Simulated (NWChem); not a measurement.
System: ZnO; SMILES [Zn]=[O]

The following NWChem deck was run.

```
start job
memory heap 200 mb stack 900 mb global 1100 mb
geometry units angstroms noautosym nocenter noautoz
  Zn     0.000000     0.000000    -0.382039
  O      0.000000     0.000000     1.311997
end
basis spherical
  * library def2-svpd
end
dft
  xc b3lyp
  iterations 150
end
tddft
  cis
  nroots 6
  notriplet
end
task tddft energy
```

Output (shortened):

```
             Northwest Computational Chemistry Package (NWChem) 7.3.0
             --------------------------------------------------------

                             Geometry "geometry" -> ""
                             -------------------------

 Output coordinates in angstroms (scale by  1.889725989 to convert to a.u.)

  No.       Tag          Charge          X              Y              Z
 ---- ---------------- ---------- -------------- -------------- --------------
    1 Zn                  30.0000     0.00000000     0.00000000    -0.38203900
    2 O                    8.0000     0.00000000     0.00000000     1.31199700

 Effective nuclear repulsion energy (a.u.)      74.9703900979

                                 NWChem DFT Module
                                 -----------------

 Summary of "ao basis" -> "ao basis" (spherical)
 ------------------------------------------------------------------------------
       Tag                 Description            Shells   Functions and Types
 ---------------- ------------------------------  ------  ---------------------
 Zn                        def2-svpd                12       34   5s4p2d1f
 O                         def2-svpd                 9       23   4s3p2d

            General Information
            -------------------
          SCF calculation type: DFT
          Wavefunction type:  closed shell.
          No. of atoms     :     2
          No. of electrons :    38
           Alpha electrons :    19
            Beta electrons :    19
          Charge           :     0
          Spin multiplicity:     1
          Use of symmetry is: off; symmetry adaption is: off
          Maximum number of iterations: 150
          AO basis - number of functions:    57
                     number of shells:    21
          Convergence on energy requested:  1.00D-06
          Convergence on density requested:  1.00D-05
          Convergence on gradient requested:  5.00D-04

              XC Information
              --------------
                         B3LYP Method XC Potential
                     Hartree-Fock (Exact) Exchange  0.200
                        Slater Exchange Functional  0.800 local
                    Becke 1988 Exchange Functional  0.720 non-local
              Lee-Yang-Parr Correlation Functional  0.810
                  VWN I RPA Correlation Functional  0.190 local

             Grid Information
             ----------------
          Grid used for XC integration:  medium
          Radial quadrature: Mura-Knowles
          Angular quadrature: Lebedev.
          Tag              B.-S. Rad. Rad. Pts. Rad. Cut. Ang. Pts.
          ---              ---------- --------- --------- ---------
          Zn                  1.35      112          10.0       590
          O                   0.60       49          10.0       434
          Grid pruning is: on
          Number of quadrature shells:   161
          Spatial weights used:  Erf1

      Superposition of Atomic Density Guess
      -------------------------------------

 Sum of atomic energies:       -1852.25589052

      Non-variational initial energy
      ------------------------------

 Total energy =   -1852.186038
 1-e energy   =   -2736.531636
 2-e energy   =     809.375208
 HOMO         =      -0.433065
 LUMO         =      -0.173437

   convergence    iter        energy       DeltaE   RMS-Dens  Diis-err
 ---------------- ----- ----------------- --------- --------- ---------
 d= 0,ls=0.0,diis     1  -1853.9958167923 -1.93D+03  7.01D-02  1.55D+00
 d= 0,ls=0.0,diis     2  -1847.7581140636  6.24D+00  6.50D-02  2.17D+01
 d= 0,ls=0.0,diis     3  -1854.2282288351 -6.47D+00  4.31D-03  1.58D-01
 d= 0,ls=0.0,diis     4  -1854.2385515624 -1.03D-02  2.19D-03  1.32D-01
 d= 0,ls=0.0,diis     5  -1854.2490447467 -1.05D-02  1.38D-03  3.02D-02
  Resetting Diis
 d= 0,ls=0.0,diis     6  -1854.2519350637 -2.89D-03  6.20D-04  5.47D-03
 d= 0,ls=0.0,diis     7  -1854.2524704221 -5.35D-04  1.95D-03  1.00D-03
 d= 0,ls=0.0,diis     8  -1854.2498480809  2.62D-03  1.56D-03  2.34D-02
 d= 0,ls=0.0,diis     9  -1854.2525941570 -2.75D-03  3.19D-05  2.60D-05
 d= 0,ls=0.0,diis    10  -1854.2525961596 -2.00D-06  1.91D-05  3.73D-06
 d= 0,ls=0.0,diis    11  -1854.2525965675 -4.08D-07  1.47D-06  4.93D-09

         Total DFT energy =    -1854.252596567463
      One electron energy =    -2734.087621232075
           Coulomb energy =      884.542250878118
    Exchange-Corr. energy =      -79.677616311430
 Nuclear repulsion energy =       74.970390097924

[...]

                                NWChem TDDFT Module
                                -------------------

            General Information
            -------------------
           No. of orbitals :     114
            Alpha orbitals :      57
             Beta orbitals :      57
        Alpha frozen cores :       0
         Beta frozen cores :       0
     Alpha frozen virtuals :       0
      Beta frozen virtuals :       0
         Spin multiplicity :       1
    Number of AO functions :      57
        Use of symmetry is : off
      Symmetry adaption is : off
         Schwarz screening :  0.10D-07

              XC Information
              --------------
                  B3LYP Method XC Potential
              Hartree-Fock (Exact) Exchange   0.20
                 Slater Exchange Functional   0.80 local
             Becke 1988 Exchange Functional   0.72 non-local
       Lee-Yang-Parr Correlation Functional   0.81
           VWN I RPA Correlation Functional   0.19 local

             TDDFT Information
             -----------------
          Calculation type : Tamm-Dancoff TDDFT
         Wavefunction type : Restricted singlets
          No. of electrons :      38
           Alpha electrons :      19
            Beta electrons :      19
              No. of roots :       6
          Max subspacesize :    5200
            Max iterations :     100
               Target root :       1
           Target symmetry : none
      Symmetry restriction : off
                 Algorithm : Optimal
        Davidson threshold :  0.10D-03

    6 smallest eigenvalue differences (eV)
--------------------------------------------------------
  No. Spin  Occ  Vir  Irrep   E(Occ)    E(Vir)   E(Diff)
--------------------------------------------------------
    1    1   19   20 a        -0.254    -0.166     2.405
    2    1   18   20 a        -0.254    -0.166     2.405
    3    1   17   20 a        -0.310    -0.166     3.923
    4    1   19   21 a        -0.254    -0.025     6.231
    5    1   18   21 a        -0.254    -0.025     6.231
    6    1   19   22 a        -0.254    -0.025     6.231
--------------------------------------------------------

  Entering Davidson iterations
  Restricted singlet excited states

  Iter   NTrls   NConv    DeltaV     DeltaE      Time
  ----  ------  ------  ---------  ---------  ---------
    1      6       0     0.36E+00   0.10+100        2.4
    2     12       0     0.12E+00   0.16E+00        2.4
    3     18       0     0.27E-01   0.14E-01        2.3
    4     24       3     0.43E-02   0.30E-03        2.4
    5     27       4     0.31E-03   0.10E-04        1.9
    6     29       6     0.49E-04   0.33E-07        1.8
  ----  ------  ------  ---------  ---------  ---------
  Convergence criterion met

  Ground state a       -1854.252596567463 a.u.

  ----------------------------------------------------------------------------
  Root   1 singlet a              0.031425965 a.u.                0.8551 eV
  ----------------------------------------------------------------------------
     Transition Moments    X -0.23829   Y -0.28784   Z -0.00000
     Dipole Oscillator Strength                    0.0029254232
     Electric Quadrupole                           0.0000000000
     Magnetic Dipole                               0.0000000436
     Total Oscillator Strength                     0.0029254668

     Occ.   19  a   ---  Virt.   20  a        0.99765
  ----------------------------------------------------------------------------
  Root   2 singlet a              0.031425965 a.u.                0.8551 eV
  ----------------------------------------------------------------------------
     Transition Moments    X -0.28784   Y  0.23829   Z  0.00000
     Dipole Oscillator Strength                    0.0029254232
     Electric Quadrupole                           0.0000000000
     Magnetic Dipole                               0.0000000436
     Total Oscillator Strength                     0.0029254668

     Occ.   18  a   ---  Virt.   20  a        0.99765
  ----------------------------------------------------------------------------
  Root   3 singlet a              0.144252255 a.u.                3.9253 eV
  ----------------------------------------------------------------------------
     Transition Moments    X  0.00000   Y -0.00000   Z -1.10856
     Dipole Oscillator Strength                    0.1181814668
     Electric Quadrupole                           0.0000000011
     Magnetic Dipole                               0.0000000000
     Total Oscillator Strength                     0.1181814680

     Occ.   14  a   ---  Virt.   20  a        0.10671
     Occ.   17  a   ---  Virt.   20  a       -0.79356
     Occ.   18  a   ---  Virt.   22  a        0.41479
     Occ.   18  a   ---  Virt.   26  a        0.05906
     Occ.   19  a   ---  Virt.   21  a        0.41479
     Occ.   19  a   ---  Virt.   25  a        0.05905
  ----------------------------------------------------------------------------
  Root   4 singlet a              0.183751601 a.u.                5.0001 eV
  ----------------------------------------------------------------------------
     Transition Moments    X  0.00000   Y  0.00000   Z -0.00000
     Dipole Oscillator Strength                    0.0000000000
     Electric Quadrupole                           0.0000000000
     Magnetic Dipole                               0.0000000000
     Total Oscillator Strength                     0.0000000000

[...]
```

Level: B3LYP/def2-SVPD, TDA. Coordinates come from a PBE0/def2-SVP optimisation.
